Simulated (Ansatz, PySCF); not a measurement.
Pair of molecules: digermane (SMILES [GeH3][GeH3]) (first 8 atoms) with CH4 (SMILES C); geometry from B3LYP-D3(BJ)/def2-TZVP, rigid monomers moved along the line of their centres of mass till Ge1···C9 is 4.55 Å.
(charge 0, multiplicity 1):
```xyz
13

Ge    -0.188    -1.409     0.653
Ge    -0.370     0.989     0.260
H      0.169    -2.132    -0.657
H     -1.525    -1.970     1.170
H      0.904    -1.713     1.691
H      1.029     1.617     0.121
H     -1.103     1.682     1.420
H     -1.153     1.255    -1.039
C      0.561     0.420     4.756
H     -0.456     0.324     4.378
H      0.973    -0.569     4.947
H      1.176     0.932     4.017
H      0.550     0.997     5.680
```

Interaction energies are E(AB) − E(A) − E(B) at the monomers' geometry in the complex; basis-set methods are counterpoise corrected. Rows marked so take none.

Frozen-core correlation. Filled d and f shells under p-block atoms count as core. Rows in 6-31G*, STO-3G carry no dispersion term and start afresh at each structure (6-31G* with six Cartesian d functions); the Pople sets are all-electron and without relativity. MP2/6-31G* freezes PySCF's default core, which leaves 3d correlated.

The values were computed with Ansatz (Gaussian orbitals); PySCF for 6-31G* rows, STO-3G rows, the dispersion terms. Values without a source in brackets are computed.

| level | interaction energy (meV) |
|---|---|
| HF/STO-3G (no counterpoise) | 2.3 |
| HF/6-31G* (no counterpoise) | 0.6 |
| PBE/def2-TZVPPD | -11.8 |
| BP86/6-31G* (no counterpoise) | 15.6 |
| B3LYP/6-31G* (no counterpoise) | 0.5 |
| B3LYP-D3(BJ)/def2-TZVPPD | -36.2 |
| PBE0/def2-TZVPPD | -8.8 |
| MP2/6-31G* | -10.6 |
| CCSD(T)/aug-cc-pVDZ | (withheld) |

**Question.** What belongs in the gaps?

**Answer.** 
- CCSD(T)/aug-cc-pVDZ, interaction energy (meV): -30.3

Ansatz is a program for electronic structure.
